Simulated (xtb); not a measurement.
PbBr2, SMILES [Pb]([Br])[Br] (connectivity only; charge and spin as stated), neutral, multiplicity 1. All values are semi-empirical tight-binding results from xtb (GFN2-xTB unless named), good for trends rather than for accurate numbers. Geometry: GFN2-xTB. The isomer is the one that the SMILES or the coordinates give; other isomers of the formula were not compared.

For metal compounds this method's bond lengths and energies can be far off.

Computed properties:
The point group as xtb finds it comes out as C2v. The orbital gap comes out as 2.64 eV. The zero-point energy is 0.6 kcal/mol and the G − E(el) at 298.15 K (modified RRHO) is -19.9 kcal/mol.
